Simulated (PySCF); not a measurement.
**Structure elucidation problem**

The spectra below were simulated for a compound C$_{5}$H$_{14}$NPSi.

1H NMR (400 MHz, computed): δ 8.95 (m, 1H), 5.89 (m, 2H), 1.16 (s, 9H), 1.12 (m, 2H).

13C{1H} NMR (computed): δ 195.0 (CH), 41.0 (C), 29.6 (CH3, 3C).

Single conformer, gas phase, fast rotation and ring inversion assumed for equivalent nuclei, no relativistic terms. σ from GIAO-PBE0/pcSseg-1; geometry: GFN2-xTB; PySCF 2.14.0 with density-fitted response routines.

Shifts are taken against calculated references (same method and geometry level): 1H (σref 31.72), 13C (σref 186.93) against TMS.

Problem. Deduce the structure.

Solution. 
1. 3 carbon signals for 5 carbons: some carbons are equivalent by symmetry or fast rotation.
2. Carbon types of the structure: 1 × C, 1 × CH, 3 × CH3, leaving 4 H on heteroatoms.
3. δC 195.0: C=N carbon.
4. δC 41.0: quaternary sp3 carbon; saturated and bonded to C and H only.
5. δC 29.6: methyl carbon; saturated and bonded to C and H only.
6. δH 8.95: hydrogen on a C=N carbon.
7. δH 5.89: hydrogen on a silicon bonded to N, P.
8. δH 1.16: hydrogen on a methyl carbon.
9. δH 1.12: hydrogen on a phosphorus bonded to Si.

Structure: `CC(C)(C)/C=N\[SiH2]P`.

This is the structure that produced the data.

Splittings by 31P in the carbon and heteronuclear signals aren't shown, as no couplings were computed. Shifts are as computed. Against solution values, carbons near 30 ppm lie about +3 ppm off and those near 130 ppm about +5 ppm. Of 1309 compounds with measured shifts, 239 miss one by over three times the rms of a fit or turn the order of signals round; such compounds aren't used in these exercises. No couplings were computed; multiplicities are counted from neighbouring protons, with m where these are inequivalent, close in shift, in a saturated or five-membered ring or joined by F or P, and br s for small geminal =CH2 splittings.
